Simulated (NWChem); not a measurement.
C$_{2}$H$_{6}$BF; SMILES CB(C)F

```xyz
10

B      0.0691    -0.0009    -0.0001
F      1.4116     0.0138    -0.0001
C     -0.6498    -1.4005     0.0048
H     -0.9134    -1.6622    -1.0324
H     -1.5940    -1.3883     0.5620
H     -0.0160    -2.2077     0.3875
C     -0.6737     1.3866    -0.0050
H     -1.6692     1.3402    -0.4607
H     -0.0908     2.1764    -0.4922
H     -0.8252     1.7056     1.0385
```
Atoms are numbered in this order, from 1.

Program: NWChem. Structure relaxed at the B3LYP/6-31G* (spherical d) level. Ions are spin-unrestricted doublets at the neutral geometry; other ion states weren't tried. Functional: LC-ωPBE (HJS hole) with def2-SVP; the question gives the range parameter ω in 1/bohr.

Task: What does the run give for range parameter (1/bohr) 0.60? Quantities: vertical ionisation energy, ΔSCF (eV); −ε(HOMO) (eV).

Result: 
| Quantity | Result |
|---|---|
| vertical ionisation energy, ΔSCF (eV) | 11.66 |
| −ε(HOMO) (eV) | 12.35 |
